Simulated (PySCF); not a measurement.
Compound: C5H7O2 (charge -1).
Atom-mapped SMILES: `[CH2:1]=[CH:2][C@H:3]([CH3:4])[C:5](=[O:6])[O-:7]` (hydrogens: H8, H9 on C1; H10 on C2; H11 on C3; H12, H13, H14 on C4)

Computed geometry: GFN2-xTB, gas phase.

(1) Give the optimised bond lengths and angles.

## Answers

(1) 
| bond | length (Å) | order |
| --- | --- | --- |
| C1=C2 | 1.330 | double |
| C2–C3 | 1.469 | single |
| C3–C4 | 1.523 | single |
| C3–C5 | 1.640 | single |
| C5=O6 | 1.229 | double |
| C5–O7 | 1.229 | single |
| C1–H8 | 1.080 | single |
| C1–H9 | 1.079 | single |
| C2–H10 | 1.085 | single |
| C3–H11 | 1.094 | single |
| C4–H12, C4–H13, C4–H14 | 1.091 | single |

Bonds in one row agree within 0.01 Å and their mean is given. Orders are formal, as drawn. A selection of angles:
| angle | degrees |
| --- | --- |
| C2–C1–H8 | 122.3 |
| C2–C1–H9 | 121.5 |
| H8–C1–H9 | 116.1 |
| C1–C2–C3 | 125.9 |
| C1–C2–H10 | 119.2 |
| C3–C2–H10 | 114.8 |
| C2–C3–C4 | 113.0 |
| C2–C3–C5 | 106.2 |
| C2–C3–H11 | 111.1 |
| C4–C3–C5 | 108.2 |
| C4–C3–H11 | 111.4 |
| C5–C3–H11 | 106.6 |
| C3–C4–H12 | 110.3 |
| C3–C4–H13 | 111.6 |
| H12–C4–H13 | 108.6 |
| H12–C4–H14 | 108.2 |
| C3–C5–O6 | 114.9 |
| C3–C5–O7 | 114.0 |
| O6–C5–O7 | 131.1 |

Torsions: C1–C2–C3–C4 -139° (anticlinal); C2–C3–C5–O6 76° (synclinal).

C1 (terminal =CH2 carbon) is planar (angles 122.3°, 121.5° and 116.1°, sum 360.0°, 0.01 Å off the plane of its three neighbours). C2 (alkene CH carbon) is planar (angles 125.9°, 119.2° and 114.8°, sum 359.9°, 0.03 Å off the plane of its three neighbours). Of the pairs four or more bonds apart, O6···H14 is among the closest relative to their van der Waals radii: 2.45 Å, 90 % of the sum of Bondi's values. The 4 C–C bonds span 1.330 Å (C1=C2, drawn double) to 1.640 Å (C3–C5, drawn single), a spread of 0.310 Å. C5 (carboxylate carbon) is planar (angles 131.1°, 114.9° and 114.0°, sum 360.0°, 0.00 Å off the plane of its three neighbours).

Point group: C1 (no symmetry element, even within 0.4 Å). No GFN2-xTB frequencies stand behind this structure, so it isn't proved a minimum.

One conformer stands for the species.
